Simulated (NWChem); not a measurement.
**Correlation energy of FOS**

SMILES: O=[S]F
```xyz
3

O      0.4856    -1.2339     0.0000
S     -0.4610    -0.1064     0.0000
F      0.3879     1.2859     0.0000
```
Charge 0, spin multiplicity 2.

Program: NWChem. All single points use one geometry, from UPBE0/def2-SVP, a minimum by its harmonic frequencies.

Basis set: cc-pVDZ. Each correlation energy counts from its own Hartree-Fock reference.

```json
[
 {"method": "CCSD(T) on UHF", "correlation energy (mHa)": "-522.2"},
 {"method": "URI-MP2", "correlation energy (mHa)": "-493.7"},
 {"method": "CCSD[T] on UHF", "correlation energy (mHa)": "-524.1"},
 {"method": "CCSD[T] on ROHF", "correlation energy (mHa)": "-533.4"},
 {"method": "CCSD on UHF", "correlation energy (mHa)": "-507.5"},
 {"method": "UMP2", "correlation energy (mHa)": "-493.6"},
 {"method": "CCSD(T) on ROHF", "correlation energy (mHa)": "-531.6"},
 {"method": "SCS-UMP2", "correlation energy (mHa)": "-473.4"},
 {"method": "CCSD on ROHF", "correlation energy (mHa)": "-516.1"}
]
```

The values span 60.0 mHa, from CCSD[T] on ROHF (lowest) to SCS-UMP2 (highest). 

The correlated methods keep 7 core orbitals frozen. The structure started from a generated list of species. The unpaired electrons of the parent sit in orbitals of symmetry a" (Cs labels of the run); other states weren't searched. No SCF solution was tested for a lower state. Open-shell Hartree-Fock references start from PBE0 orbitals. Coupled-cluster values serve here as a point of comparison, not as the truth.
